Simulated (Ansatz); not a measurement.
Input and output for Cu(NH3)I (CuINH₃).

```yaml
crystal:
  periodic: [false, false, false]
  atoms:
    - {symbol: Cu, position_ang: [-0.004219, 0.003736, -1.092950]}
    - {symbol: N, position_ang: [0.002807, -0.002650, 0.860024]}
    - {symbol: H, position_ang: [-0.415504, 0.851223, 1.241720]}
    - {symbol: H, position_ang: [0.954867, -0.067990, 1.233004]}
    - {symbol: H, position_ang: [-0.526357, -0.795175, 1.236428]}
    - {symbol: I, position_ang: [-0.011603, 0.010845, -3.478226]}
basis:
  gaussian: {orbitals: STO-3G}
hamiltonian: {xc: {name: BLYP}}
accuracy: high
output: {forces: true}
```

```sh
$ ansatz run in.yaml --threads 4 --pin off --events-out ev --progress --plain --max-ram 3916MiB
```

Output, abridged:

```
Functional definition: BLYP
744 factors; integrals over basis functions are off by at most 6.2e-8 eV
mean field evaluation 1: about -231414.4905 eV, gradient 1.8e2 eV
mean field evaluation 2: about -231612.9521 eV, gradient 1.4e2 eV
mean field evaluation 4: about -231927.4384 eV, gradient 1.4e2 eV
mean field evaluation 8: about -232045.4307 eV, gradient 1.3e2 eV
mean field evaluation 16: about -232114.5991 eV, gradient 3.1e0 eV
mean field evaluation 32: about -232114.5893 eV, gradient 2.1e-1 eV
mean field evaluation 64: about -232079.6781 eV, gradient 5.1e1 eV
mean field evaluation 96: about -232114.3712 eV, gradient 8.7e0 eV
mean field evaluation 128: about -232110.2107 eV, gradient 3.9e1 eV
mean field evaluation 160: about -232107.6016 eV, gradient 1.7e1 eV
mean field evaluation 192: about -232113.5864 eV, gradient 2.1e1 eV
mean field evaluation 224: about -232114.6119 eV, gradient 2.6e-1 eV
mean field evaluation 256: about -232114.6405 eV, gradient 1.2e0 eV
mean field -232114.41386304 eV, -8530.0473766663 hartree, gradient 2.5e-8 eV, S^2 0.000000; 11 other end points of the search recorded, 0 dependent functions left out
reference -232114.41390821 eV, -8530.0473783260 hartree; 46, 46 occupied and 7, 7 virtual orbitals, 744 factors
Total energy: -232114.41390821 eV, -8530.0473783260 hartree
Atom 0 at    -0.004219     0.003736    -1.092950 Å, force     0.005017    -0.004643     1.431183 eV/Å
Atom 1 at     0.002807    -0.002650     0.860024 Å, force    -0.014079     0.012946    -4.217615 eV/Å
Atom 2 at    -0.415504     0.851223     1.241720 Å, force    -0.719826     1.469706     0.762901 eV/Å
Atom 3 at     0.954867    -0.067990     1.233004 Å, force     1.637960    -0.112471     0.748992 eV/Å
Atom 4 at    -0.526357    -0.795175     1.236428 Å, force    -0.910522    -1.364075     0.754098 eV/Å
Atom 5 at    -0.011603     0.010845    -3.478226 Å, force     0.001450    -0.001463     0.520441 eV/Å
Dipole moment:     0.004859    -0.004350     1.295837 e Å
```

It took 19 s on 4 threads of Arm Neoverse V2 on a shared host.
